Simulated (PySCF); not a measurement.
Species: C5H8O2SSi.
SMILES with atom numbers: `[O:1]=[CH:2][O:3]/[CH:4]=[C:5]1/[CH2:6][SiH2:7][CH2:8][S:9]1`

Cartesian coordinates in Å at the GFN2-xTB level; atoms count from 1:
```
atom  x, y, z in Å
O1     4.193    0.532    0.555
C2     3.608    0.918   -0.417
O3     2.322    0.769   -0.686
C4     1.530    0.105    0.236
C5     0.241   -0.129   -0.010
C6    -0.654   -0.845    0.948
Si7   -2.421   -0.194    0.666
C8    -2.224    0.000   -1.220
S9    -0.471    0.416   -1.528
H10    4.076    1.467   -1.250
H11    2.034   -0.204    1.141
H12   -0.277   -0.727    1.962
H13   -0.625   -1.914    0.721
H14   -3.445   -1.183    0.996
H15   -2.633    1.107    1.299
H16   -2.810    0.807   -1.652
H17   -2.452   -0.913   -1.768
```

NICS = −σ at a ghost point: NICS(0) at the centroid of the ring atoms, NICS(1) 1 Å to either side along the normal of their mean plane, zz for the tensor component along that normal. Level: GIAO PBE0/pcSseg-1 (PySCF, non-relativistic, gas phase) on the GFN2-xTB geometry, one conformer.

Ring bond lengths (Å), with Mayer bond orders in brackets: C5–C6 1.494 (1.02), C6–Si7 1.904 (0.88), Si7–C8 1.906 (0.85), C8–S9 1.828 (0.97), S9–C5 1.763 (1.06).

**Question.** What do the NICS probes read (ppm)?

**Answer.** 
```json
{"ring": "C5–C6–Si7–C8–S9", "type": "5-membered ring with S and Si; formal bonds all single", "NICS(0)": "-6.1", "NICS(1), two faces": "-3.4 / -4.3", "NICS(1)zz, two faces": "-1.7 / -2.5", "rms pucker (Å)": "0.19", "centre to ring atoms, mean (Å)": "1.49"}
```

**Question.** What can be read from them?

**Answer.** 
- C5–C6–Si7–C8–S9: mean NICS(1)zz -2.1 ppm, near zero. C6, Si7, C8 have four or more neighbours, and the NICS criterion for π rings isn't applied.

**Question.** List the ring angles and the Hirshfeld charges of the ring atoms.

**Answer.** 
- C5–C6–Si7–C8–S9: C5 117.3° (-0.034 e), C6 107.3° (-0.158 e), Si7 94.9° (+0.356 e), C8 106.8° (-0.165 e), S9 99.9° (+0.018 e); sum 526.2° against 540° for a flat convex ring.

**Question.** How shielded are the nuclei of the rings and their hydrogens (means over atoms taken as equivalent)?

**Answer.** 
```tsv
atoms	environment	σ isotropic (ppm)	principal values of the symmetric part, first atom (ppm)
C5	fully substituted alkene carbon	50.7	-29.2, 66.0, 115.4
C6	sp3 carbon bound to silicon	168.3	146.7, 164.8, 193.4
Si7	SiH2 silicon	375.5	311.7, 396.0, 418.7
C8	sp3 carbon bound to sulfur	170.1	144.8, 168.2, 197.2
S9	sulfide sulfur	448.4	309.1, 369.7, 666.4
H12 (×2)	methylene hydrogen	29.62	24.4, 28.2, 36.4
H14 (×2)	Si–H hydrogen	27.27	23.4, 24.3, 33.5
H16 (×2)	methylene hydrogen	29.37	23.9, 26.8, 37.9
```
